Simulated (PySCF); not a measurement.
NICS in rings of unrelated molecules.

NICS = −σ at a ghost point: NICS(0) at the centroid of the ring atoms, NICS(1) 1 Å to either side along the normal of their mean plane, zz for the tensor component along that normal. Level: GIAO PBE0/pcSseg-1 (PySCF, non-relativistic, gas phase) on the GFN2-xTB geometries, one conformer each. Atom numbers follow the mapped SMILES.

Task: Order these rings by mean NICS(1)zz, lowest (most negative) first (ppm).
A. ring C3–C4–C6–P7 in `[CH3:1][CH2:2][C@@H:3]1[C@H:4]([CH3:5])[CH2:6][P@@:7]1([CH3:8])=[NH:9]`
B. ring P4–C5–C6–C7–C8–C9 in `[CH3:1][CH2:2][CH2:3][P:4]1[CH:5]=[CH:6][CH2:7][CH:8]=[CH:9]1`
C. ring N6–C7–C8–C9–C10 in `[CH3:1][Si:2]([CH3:3])([CH3:4])[P-:5][n:6]1[cH:7][cH:8][cH:9][cH:10]1` (charge -1)
D. ring Si3–O6–C7–C9–O11 in `[CH2:1]=[CH:2][Si:3]1([CH:4]=[CH2:5])[O:6][C:7](=[O:8])[C:9](=[O:10])[O:11]1`
E. ring C6–N7–C8–O9–N10 in `[CH3:1][C@@H:2]([O:3][CH2:4][F:5])[c:6]1[n:7][cH:8][o:9][n:10]1`
F. ring P3–C4–C5–C7–C8 in `[CH3:1][CH2:2][p:3]1[cH:4][c:5]([CH3:6])[cH:7][c:8]1[CH3:9]`

Result: C (-30.3), E (-28.3), F (-8.4), B (-3.4), D (-2.0), A (1.3).

```tsv
SMILES	ring	NICS(0)	NICS(1)	NICS(1)zz	HOMA	rms pucker (Å)	ring atoms with four or more neighbours
C[Si](C)(C)[P-]n1cccc1	5-membered ring with N; formal bonds all aromatic	-13.6	-11.0	-30.3	0.93	0.00	0
C[C@@H](OCF)c1ncon1	5-membered ring with 2 N and O; formal bonds all aromatic	-11.7	-11.1	-28.3	0.66	0.00	0
CCp1cc(C)cc1C	5-membered ring with P; bonds drawn aromatic by RDKit's count	-3.0	-5.2	-8.4	-0.02	0.04	0
CCCP1C=CCC=C1	6-membered ring with P; formal bonds 2 double, 4 single	-2.5	-3.8	-3.4	–	0.24	1
C=C[Si]1(C=C)OC(=O)C(=O)O1	5-membered ring with 2 O and Si; formal bonds all single	-1.4	-2.0	-2.0	–	0.00	1
CC[C@@H]1[C@H](C)C[P@@]1(C)=N	4-membered ring with P; formal bonds all single	-3.6	-2.1	1.3	–	0.09	4
```

NICS(0) gives another order. The isotropic NICS(1) gives another order. HOMA uses Krygowski's 1993 parameters; it is left out where a ring has a four-coordinate atom, a triple bond, no multiple bond or a kind of bond without parameters. NICS(1) and NICS(1)zz are means over the two faces.
